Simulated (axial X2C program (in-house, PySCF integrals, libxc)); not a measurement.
**Worked dissociation energy of WP⁻: HF, spin-free**

Computed with an axial X2C code built on PySCF integrals. Spin-free means the one-electron spin-free X2C Hamiltonian. Basis: W dyall-acv3z [14s15p10d7f4g], P dyall-av3z [9s8p3d2f] (cores contracted in-house); Gaussian nuclei, density fitting, unrestricted open shells. Masses: W 183.951 u, P 30.974 u.

Molecular state: M_S = 1, Λ = 0 (beyond evenly filled blocks: δ+α, δ-α).

```
E(W-) (2M_S = 5, M_L = 0) : -16138.445556 hartree
E(P) (2M_S = 3, M_L = 0)  : -341.536891 hartree
E(WP⁻) at Re              : -16480.038609 hartree
ωe                        : 286.5 cm⁻¹
ωexe                      : 1.11 cm⁻¹
```

Work out De and D0.

De = -16138.445556 + (-341.536891) − (-16480.038609) = 0.05616 hartree = 1.528 eV. The zero-point energy is ωe/2 − ωexe/4 = 143 cm⁻¹ = 0.018 eV, so D0 = 1.511 eV.

One determinant describes the state; a PBE0 search over occupations chose it and may have missed a lower one. De is counted from the lowest determinant-based energies of the atoms at the same level, without counterpoise correction. PBE0 can misorder states that lie within some tenths of an eV, so this need not be the ground state of the molecule. The nearest other spin-free determinant of the search, M_S = 2, Λ = 1, lies 0.39 eV up at the distance of the search. The determinant is spin-polarised beyond a pure state at some levels (its spin-free form has ⟨S²⟩ too high), which makes Re and μ there less reliable. Hartree–Fock gets electron affinities wrong, so its lowest charge split need not be the true one.

Hartree–Fock lacks correlation and underbinds, often by eV.

Each atomic determinant is the lowest at this level and need not be a pure term. Totals compare only within one Hamiltonian and basis.
